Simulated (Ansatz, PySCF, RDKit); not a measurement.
Complex: N2 (SMILES N#N) (first 2 atoms) with AsH3 (SMILES [AsH3]); geometry from B3LYP-D3(BJ)/def2-TZVP, rigid monomers moved along the line of their centres of mass till N2···As3 is 3.17 Å.
(charge 0, multiplicity 1):
```xyz
6

N      0.242    -0.233    -1.008
N      0.460    -0.696    -0.045
As    -0.305     0.034     2.940
H      1.180    -0.303     3.011
H     -0.688    -1.434     2.796
H     -0.450    -0.015     4.458
```

Interaction energies are E(AB) − E(A) − E(B) at the monomers' geometry in the complex; basis-set methods are counterpoise corrected. Rows marked so take none. RDKit's UFF carries no charges.

Rows in 6-31G* carry no dispersion term and start afresh at each structure (6-31G* with six Cartesian d functions); the Pople sets are all-electron and without relativity.

Run with Ansatz (Gaussian basis) for Hartree–Fock, density functionals and correlated methods; PySCF for 6-31G* rows, the dispersion terms; RDKit for the force fields. Values without a source in brackets are computed.

Q: One of these levels gives 0.58 kcal/mol for the interaction energy. Which one is it?
(A) UFF
(B) M06-2X/6-31G* (no counterpoise)
(C) HF/6-31G* (no counterpoise)
(D) r2SCAN-D3(BJ)/def2-TZVPPD

A: A, UFF. The others give 1.32 (HF/6-31G* (no counterpoise)), 0.01 (r2SCAN-D3(BJ)/def2-TZVPPD), -0.94 (M06-2X/6-31G* (no counterpoise))

Ansatz is an electronic-structure program.
